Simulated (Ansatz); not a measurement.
Relaxation of FH5HfNO3 (11 atoms, charge 0, multiplicity 2), to a largest force component of 0.03 eV/Å in at most 50 steps.

Level of theory: Ansatz 0.2.0, UKS PBE/def2-SVP.

```xyz
11
Properties=species:S:1:pos:R:3:forces:R:3
Hf -0.233 0.081 0.651 0.03 -0.03 -0.16
F -0.817 1.455 1.966 0.01 0.00 0.16
O 1.669 -0.066 0.260 0.21 0.00 0.03
H 2.517 -0.151 -0.193 -0.08 0.02 -0.02
O -0.923 1.044 -0.890 -0.09 0.04 -0.20
H -1.434 1.547 -1.536 0.05 -0.01 0.06
O -1.212 -1.604 0.596 -0.12 -0.16 0.05
H -1.619 -2.419 0.281 0.01 0.05 -0.04
N 0.316 -0.560 2.867 -0.07 0.27 0.62
H -0.383 -0.903 3.561 0.09 -0.05 -0.25
H 1.027 -0.071 3.454 -0.04 -0.13 -0.24
```

Where does it end, and by what steps?

It converged. The force dipped under the threshold on the way, but the program's further checks kept it going. After 37 steps the energy has fallen by 0.142 eV; H11 moved furthest, 1.43 Å.

| step | energy less start (eV) | largest force component (eV/Å) | accepted |
| --- | --- | --- | --- |
| 0 | 0.0000 | 0.618 | yes |
| 2 | -0.0070 | 0.728 | yes |
| 4 | -0.0523 | 0.275 | yes |
| 6 | -0.0631 | 0.048 | yes |
| 8 | -0.0647 | 0.095 | yes |
| 10 | -0.0659 | 0.117 | yes |
| 12 | -0.0670 | 0.067 | yes |
| 14 | -0.0676 | 0.145 | yes |
| 16 | -0.0643 | 0.570 | no |
| 18 | -0.0718 | 0.214 | yes |
| 20 | -0.0762 | 0.278 | yes |
| 22 | -0.0849 | 0.205 | yes |
| 24 | -0.1001 | 0.515 | yes |
| 26 | -0.1127 | 0.273 | yes |
| 28 | -0.1307 | 0.174 | yes |
| 30 | -0.1352 | 0.139 | yes |
| 32 | -0.1384 | 0.103 | no |
| 34 | -0.1413 | 0.039 | yes |
| 36 | -0.1416 | 0.037 | yes |
| 37 | -0.1420 | 0.030 | yes |

```xyz
11
Properties=species:S:1:pos:R:3
Hf -0.231 0.380 0.792
F -0.861 1.893 1.848
O 1.705 0.211 0.458
H 2.250 0.418 -0.317
O -0.862 0.872 -0.988
H -1.369 1.020 -1.794
O -1.269 -1.372 0.969
H -1.023 -2.261 0.658
N 0.201 -0.650 2.835
H -0.514 -0.743 3.577
H 0.882 -1.415 2.978
```

Whether the end is a true minimum wasn't checked by a vibrational analysis.

Time of the run: 2.1 min on 4 threads of Arm Neoverse V1 (shared host), peak memory 0.26 GiB.
